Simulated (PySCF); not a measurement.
**MgPb⁻ from Hartree–Fock to correlated methods**

State: ⁴Σ⁻ (quartet), unpaired electrons σ ↑, π ↑↑. Set-up: PySCF, scalar-relativistic core potentials, basis sets Mg aug-cc-pVDZ, Pb aug-cc-pVDZ-PP with ECP60. De refers to Mg + Pb⁻ in their high-spin ground configurations, without counterpoise correction. The functionals are run spin-unrestricted. A positive dipole points towards Pb; it is taken about the centre of mass and depends on that origin.

```csv
Level,Re (Å),ωe (cm⁻¹),De (eV),μ (D)
ROHF,3.331,92.5,0.321,5.05
ROHF-MP2,3.011,144,0.66,n/a
ROHF-SCS-MP2,3.040,138,0.60,n/a
PBE,2.991,162,0.89,5.30
PW91,2.986,163,0.89,5.22
BLYP,3.042,147,0.67,5.01
BP86,2.998,159,0.83,5.12
r²SCAN,2.977,165,0.91,5.28
PBE0,2.987,161,0.85,5.27
ωB97X,2.954,171,0.82,5.15
```

The bond length runs from 2.954 Å (ωB97X) to 3.331 Å (ROHF). De spans 0.32 eV (ROHF, mean field) to 0.91 eV (r²SCAN, meta-GGA).

Correlated steps freeze 5 core orbitals. Correlated levels converge slowly with the basis: in double zeta they bind strong bonds too weakly, by up to about 1 eV, and carry superposition errors of some tenths. These are scalar-relativistic numbers at best; spin–orbit coupling would shift them, the dissociation energy most. For an ion De counts to the pair picked by the measured ionisation energies or electron affinities, which need not be the lowest pair at this level. The highest Kohn–Sham level is positive in this anion. Much of that is self-interaction error, but it also means that the finite basis helps to hold the extra electron. The state is the lowest determinant that a PBE0 search found; another state may lie lower at other levels.

The whole job (state search and all levels along the bond) took about 2.3 min on 1 thread of Oxide Virtual Turin-like (shared host), peak memory 0.86 GiB.
